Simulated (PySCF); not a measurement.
NMR data simulated for an unnamed compound:

¹H NMR (500 MHz, computed): δ 1.19 (m, 1H), 0.83 (m, 2H), 0.72 (m, 2H).

¹³C{¹H} NMR (computed): δ 125.3 (C, qt, J = 353.1, 38.6 Hz), 117.4 (C, tq, J = 305.6, 38.3 Hz), 12.2 (CH, t, J = 26.2 Hz), 3.0 (CH2, t, J = 3.8 Hz).

- couplings computed with B3LYP/pcJ-1 (spin–dipole term only in couplings to heteroatoms)
- shielding tensors at PBE0/pcSseg-1 (GIAO)
- geometry: PBE0-D3(BJ)/def2-SVP
- program: PySCF 2.14
- in vacuum, equivalent nuclei averaged, relativity neglected, a single conformation

Scale: ¹H, ¹³C vs TMS (reference shieldings calculated alike).

Which of these does the molecule contain: a benzene ring, a three-membered ring, a CF3 group, an S-methyl group, a (CH3)2CH unit?

Answers


- A benzene ring: no.
- A three-membered ring: yes.
- A CF3 group: yes (δC 125.3).
- An S-methyl group: no.
- A (CH3)2CH unit: no.

The data belong to `C1C(C(C(F)(F)F)(F)F)C1`, C₅H₅F₅; they needn't prove each group on their own.

Carbon signals by region: 2 in the sp2 and nitrile region (100–160 ppm), 2 below 50 ppm.

C–F couplings over four or more bonds (about 3 Hz to the para carbon of a fluoroarene) are left out. Common functionals overestimate the size of one-bond C–F couplings by tens of Hz; these are unscaled. Multiplet labels drop couplings under 1 Hz and merge nearly equal ones. Couplings among chemically equivalent protons are left out too, so labels in AA′BB′ or AA′XX′ sets are apparent multiplicities. Unscaled 3J(H,H) at this level run about 10 % above measured values. Shifts are as computed. Against solution values, carbons near 30 ppm lie about +2 ppm off and those near 130 ppm about +5 ppm. Of 1211 compounds with measured shifts, 218 miss one by over three times the rms of a fit or turn the order of signals round; such compounds aren't used in these exercises. 3J across rotatable bonds or in flexible rings reflects this conformer alone.
